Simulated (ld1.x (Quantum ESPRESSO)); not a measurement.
# What one change does to a pseudopotential (B, TM)

- Element: boron (B)
- Generator: ld1.x (Quantum ESPRESSO) 7.5
- Type: norm-conserving Troullier–Martins (Kleinman–Bylander form)
- Functional: PBEsol
- Relativity: non-relativistic
- Frozen core: [He]
- Valence charge: 3
- Reference configuration: 2s2 2p1
- Partial waves: 2p (bound): rc 3.80 bohr; 2s (bound): rc 1.55 bohr
- Local potential: the s channel
- Core correction: none

Change: wave 2p (bound): rc 3.80 bohr becomes 2p (bound): rc 5.02 bohr.

Cutoffs: the cutoffs (Ry, on a coarse ladder) from which the occupation-weighted sum of valence levels, in a spherical-Bessel basis at the reference potential, stays within 10 and 1 mRy of its value at 400 Ry; they do not see the model core or the augmentation charge, which bear on the density cutoff. Errors are all-electron minus pseudo energies relative to the spin-unpolarised reference configuration.

Problem. How do hardness, ghosts and transferability respond?

Solution. The potential gets neither clearly harder nor softer (18 Ry and 50 Ry → 18 Ry and 50 Ry); the s channel sets the loose cutoff, while the largest relative change is in p, which becomes softer; of the 7 tests that both files solve, the error grows in 7 and shrinks in 0 by more than 15 % and 0.3 meV (median size 86.6 → 161.2 meV); neither file shows a bound ghost at the reference potential, the only one tested. More of the atom is replaced by a form fitted at one configuration, so other configurations suffer.

| quantity | base | changed |
| --- | --- | --- |
| cutoff, loose | 18 Ry | 18 Ry |
| cutoff, tight | 50 Ry | 50 Ry |
| loose cutoff by channel (10 mRy a level) | p 8 Ry, s 15 Ry | p 6 Ry, s 15 Ry |
| bound ghosts | none | none |
| error for 2s2 2p0, meV [ΔE 8.14 eV] | +185 | +429 |
| error for 2s1 2p0, meV [ΔE 33.40 eV] | +543 | +1167 |
| error for 2s2 2p0.5, meV [ΔE 2.86 eV] | +28 | +73 |
| error for 2s1 2p2, meV [ΔE 5.81 eV] | -37 | -95 |
| error for 2s2 2p1.3, meV [ΔE -0.72 eV] | +2.9 | +9.7 |
| error for 2s1 2p1, meV [ΔE 14.26 eV] | -87 | -161 |
| error for 2s0 2p3, meV [ΔE 11.64 eV] | -135 | -358 |

Changed file: These tests converged, but a pseudo level misses the all-electron one widely, so the file describes the atom poorly there or has found another state: 2s1 2p0: empty 2p by 2.7 eV.
